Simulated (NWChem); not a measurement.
System meant: C2H3NO2Si; SMILES O=C1C=N[SiH2]O1

The following NWChem deck was run.

```
start job
memory heap 200 mb stack 900 mb global 1100 mb
geometry units angstroms noautoz
  O     -0.213527     2.311254     0.000000
  C     -0.069504     1.127381     0.000000
  C      1.269224     0.391941     0.000000
  N      1.274514    -0.878852     0.000000
  Si    -0.433632    -1.362382     0.000000
  O     -1.073677     0.224210     0.000000
  H      2.184172     1.006548     0.000000
  H     -0.823897    -2.085592     1.233012
  H     -0.823897    -2.085592    -1.233012
end
basis spherical
  * library def2-svp
end
dft
  xc pbe0
  iterations 4
  mulliken
end
task dft energy
```

End of the output:

```
    Atom       Charge   Shell Charges
 -----------   ------   -------------------------------------------------------
    1 O    8     8.13   1.97  0.93  0.64  2.68  1.87  0.03
    2 C    6     5.95   1.96  0.61  0.29  1.79  0.99  0.31
    3 C    6     6.00   1.97  0.63  0.32  1.85  1.10  0.14
    4 N    7     7.20   1.97  0.82  0.52  2.16  1.68  0.04
    5 Si  14    13.39   2.00  1.93  0.65  0.32  5.81  1.26  0.93  0.50
    6 O    8     8.20   1.97  0.92  0.60  2.72  1.97  0.02
    7 H    1     0.96   0.64  0.26  0.07
    8 H    1     1.08   0.64  0.42  0.02
    9 H    1     1.08   0.64  0.42  0.02

 center of mass
 --------------
 x =  -0.00914887 y =   0.06015750 z =   0.00000000

 moments of inertia (a.u.)
 ------------------
         638.055877098768          -0.000000000000           0.000000000000
          -0.000000000000         270.702071058580           0.000000000000
           0.000000000000           0.000000000000         886.871393722643

     Multipole analysis of the density
     ---------------------------------

     L   x y z        total         alpha         beta         nuclear
     -   - - -        -----         -----         ----         -------
     0   0 0 0     -0.000000    -26.000000    -26.000000     52.000000

     1   1 0 0      0.101836      0.050918      0.050918     -0.000000
     1   0 1 0     -1.061441     -0.530721     -0.530721     -0.000000
     1   0 0 1      0.000000      0.000000      0.000000      0.000000

     2   2 0 0    -31.779399    -86.278761    -86.278761    140.778124
     2   1 1 0      4.354527     -2.825551     -2.825551     10.005629
     2   1 0 1     -0.000000     -0.000000     -0.000000      0.000000
     2   0 2 0    -33.854009   -182.551622   -182.551622    331.249235
     2   0 1 1      0.000000      0.000000      0.000000      0.000000
     2   0 0 2    -29.560864    -20.209588    -20.209588     10.858311

 ------------------------------------------------------------------------
 dft energy failed                                                                                  0
 ------------------------------------------------------------------------
 ------------------------------------------------------------------------
  current input line :
    22: task dft energy
 ------------------------------------------------------------------------
 ------------------------------------------------------------------------
 This type of error is most commonly associated with calculations not reaching convergence criteria
 ------------------------------------------------------------------------
 For more information see the NWChem manual at https://nwchemgit.github.io

0:dft energy failed:Received an Error in Communication
```

**Question.** Can this run be used? If not, why, and what is the fix?

**Answer.** The run did not converge; its last values are not results. Cause: the SCF was allowed too few iterations. This input runs:
```
start job
memory heap 200 mb stack 900 mb global 1100 mb
geometry units angstroms noautoz
  O     -0.213527     2.311254     0.000000
  C     -0.069504     1.127381     0.000000
  C      1.269224     0.391941     0.000000
  N      1.274514    -0.878852     0.000000
  Si    -0.433632    -1.362382     0.000000
  O     -1.073677     0.224210     0.000000
  H      2.184172     1.006548     0.000000
  H     -0.823897    -2.085592     1.233012
  H     -0.823897    -2.085592    -1.233012
end
basis spherical
  * library def2-svp
end
dft
  xc pbe0
  iterations 150
  mulliken
end
task dft energy
```
It converges to -572.00754 Ha (PBE0/def2-SVP).
